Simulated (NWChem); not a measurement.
# H$_{2}$BrGa

SMILES: [Br][GaH2]
```xyz
4

Ga     0.0000     0.0000    -1.1721
H     -1.4096     0.0000    -1.8448
H      1.4096     0.0000    -1.8448
Br     0.0000     0.0000     1.1436
```
Charge 0, spin multiplicity 1.

The numbers come from NWChem runs, not from measurements. All single points use one geometry, from B3LYP/def2-SVP, a minimum by its harmonic frequencies.

Symmetry labels belong to the abelian group C2v used in the runs, with the axes of the coordinates shown.

The Hamiltonian is non-relativistic. The structure started from a generated list of species.

List the lowest 3 singlet excitations that CIS/def2-SVPD gives, with oscillator strengths.


```
state  symmetry  energy (eV)  wavelength (nm)      f
-----  --------  -----------  ---------------  -----
1            a2         6.11              203  0.000
2            a1         7.23              172  0.043
3            b2         7.27              171  0.006
```
